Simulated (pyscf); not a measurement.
Structures and frequencies: ωB97X-D3(BJ)/def2-SVP in PySCF. MP2 and CC: frozen core, UHF for open shells. ΔMP2 is the change of the MP2 total energy from the triple- to the quadruple-zeta basis. Singlets are restricted, triplets unrestricted.

Singlet (Å):
```xyz
4

C      0.4905     0.2246    -0.0418
Se    -0.1771    -0.1281    -1.6674
H      0.6300     1.3310    -0.0933
H     -0.3334    -1.5902    -1.5253
```

Triplet (Å):
```xyz
4

C      1.0289    -0.4763     1.0040
Se     1.0723     0.2664    -0.6672
H      0.8827    -1.5165     1.3227
H     -0.3292     0.7308    -0.7079
```

Q: For these two minima of `[CH][SeH]`, which spin state lies lower at CCSD(T)/def2-TZVPP + ΔMP2(QZVPP), and by how much (electronic energies)?

A: The singlet, by 18.1 kcal/mol. Zero-point energy shifts E(triplet) − E(singlet) by -1.0 kcal/mol. :HC–SeH [singlet] lies 47.8 kcal/mol over its isomer H₂C=Se, and others may lie lower still (electronic energy, ωB97M-D3(BJ)). 

E(triplet) − E(singlet) by level (kcal/mol):

```csv
level,gap
ωB97X-D3(BJ)/def2-TZVP,+15.8
PBE/def2-TZVP,+15.6
r²SCAN/def2-TZVP,+9.6
B3LYP-D3(BJ)/def2-TZVP,+15.2
PBE0-D3(BJ)/def2-TZVP,+11.7
M06-2X/def2-TZVP,+14.2
ωB97M-D3(BJ)/def2-TZVP,+17.4
HF/def2-TZVP,-7.1
MP2/def2-QZVPP,+17.0
CCSD/def2-TZVPP,+14.2
CCSD(T)/def2-TZVPP,+17.0
CCSD(T)/def2-TZVPP + ΔMP2(QZVPP),+18.1
```

The triplet is the lowest one reached from the SCF start used. The CCSD(T) − MP2 part came from Ansatz, without density fitting, on the same reference. The frozen core leaves the outer d or s,p core shells of the metals and heavy elements correlated in the MP2 and CC values, and def2-TZVPP describes them poorly, which can shift differences by a few kcal/mol. Elements up to Kr have no core potential and no relativistic terms here.
